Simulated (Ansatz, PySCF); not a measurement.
Process, species as SMILES: CC(=O)C(C)=O → [CH3] (CH3) + CC(=O)[C]=O (the C-C bond at the site shown breaks; other sites are not compared here)
Each molecule is optimised on its own at B3LYP-D3(BJ)/def2-TZVP (Ansatz, a first-principles code), one conformer each, not searched for the lowest. Frequencies are from Ansatz or PySCF.
Geometry of the first species:
```xyz
12

C      1.9685    -0.1029     0.0115
C      0.5451    -0.4654    -0.2945
O      0.2137    -1.4189    -0.9577
C     -0.5451     0.4654     0.2945
O     -0.2137     1.4189     0.9577
C     -1.9685     0.1029    -0.0115
H      2.1819     0.9052    -0.3491
H      2.6377    -0.8235    -0.4516
H      2.1221    -0.0765     1.0921
H     -2.1221     0.0765    -1.0921
H     -2.1819    -0.9052     0.3491
H     -2.6377     0.8235     0.4516
```
Charge 0, spin multiplicity 1.

Property: bond dissociation energy (0 K, with B3LYP-D3(BJ) harmonic zero-point energies), in kcal/mol. Correlated levels leave the core frozen unless marked. Open shells are spin-unrestricted. Spin-orbit coupling is left out. No relativistic terms. CBS(X,Y): correlation extrapolated as X^-3; Hartree-Fock from the larger set. The bracket is a focal-point correction in the basis named.

| level | program | bond dissociation energy (kcal/mol) |
|---|---|---|
| HF/6-31G | Ansatz | 63.0 |
| BLYP-D3(BJ)/def2-TZVPD | Ansatz + dftd3 | 71.8 |
| r2SCAN-D3(BJ)/def2-TZVPD | Ansatz + dftd3 | 72.8 |
| B97M-V/def2-TZVPD | Ansatz | 77.6 |

Q: Predict the RI-MP2/CBS(cc-pVTZ,cc-pVQZ)+[CCSD(T)-MP2]/cc-pVTZ result (Ansatz).

A: 86.1 kcal/mol, so B97M-V/def2-TZVPD differs from it by -8.5 kcal/mol.
